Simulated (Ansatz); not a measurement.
Job for Ansatz (a program for electronic structure): R-RI-MP2/cc-pVQZ on C6H6 (SMILES c1ccccc1). The basis file is the Basis Set Exchange's JSON of that set.

Ansatz 0.2 input:
```yaml
crystal:
  periodic: [false, false, false]
  atoms:
    - {symbol: C, position_ang: [-0.00000000, 1.39048010, -0.00000000]}
    - {symbol: C, position_ang: [1.20419704, 0.69524370, -0.00000000]}
    - {symbol: C, position_ang: [1.20419704, -0.69524370, 0.00000000]}
    - {symbol: C, position_ang: [0.00000000, -1.39048010, -0.00000000]}
    - {symbol: C, position_ang: [-1.20419704, -0.69524370, 0.00000000]}
    - {symbol: C, position_ang: [-1.20419704, 0.69524370, -0.00000000]}
    - {symbol: H, position_ang: [-0.00000000, 2.47304059, 0.00000000]}
    - {symbol: H, position_ang: [2.14171866, 1.23652551, 0.00000000]}
    - {symbol: H, position_ang: [2.14171866, -1.23652551, 0.00000000]}
    - {symbol: H, position_ang: [-0.00000000, -2.47304059, -0.00000000]}
    - {symbol: H, position_ang: [-2.14171866, -1.23652551, 0.00000000]}
    - {symbol: H, position_ang: [-2.14171866, 1.23652551, 0.00000000]}
basis:
  gaussian:
    orbitals: cc-pVQZ
    fitting: {mean_field: def2-universal-JKFIT, correlation: cc-pVQZ-RIFIT.json}
magnetization: {spin_polarized: false}
correlation: {method: mp2, electrons: outside_noble_gas}
scf: {lower_state_search: off}
```

What total energy does the run end on?

-231.8023 hartree.

How many basis functions does it have, and what does it roughly cost on one machine?

510 functions; about 14 core-seconds (a rough figure).
